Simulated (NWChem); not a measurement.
SbClF₂; SMILES [F][Sb]([F])[Cl]

Computed with NWChem. def2 effective core potentials on Sb; no spin-orbit coupling. B3LYP is NWChem's, with the RPA form of VWN correlation. Each level has its own optimisation; frequencies are unscaled.

```csv
level,r F–Sb (Å),r Cl–Sb (Å),highest harmonic frequency (cm⁻¹),lowest (cm⁻¹),zero-point energy (kcal/mol)
"B3LYP/3-21G (all-electron, non-relativistic)",1.910,…,…,…,3.1
"LDA (Slater exchange, VWN5)/def2-SVP (core potentials)",1.922,2.347,651,144,3.1
PBE0/def2-SVP (core potentials),1.922,2.353,657,151,3.2
```

Q: Complete the blanks.

A: 
- B3LYP/3-21G (all-electron, non-relativistic), r Cl–Sb (Å): 2.474
- B3LYP/3-21G (all-electron, non-relativistic), highest harmonic frequency (cm⁻¹): 675
- B3LYP/3-21G (all-electron, non-relativistic), lowest (cm⁻¹): 131
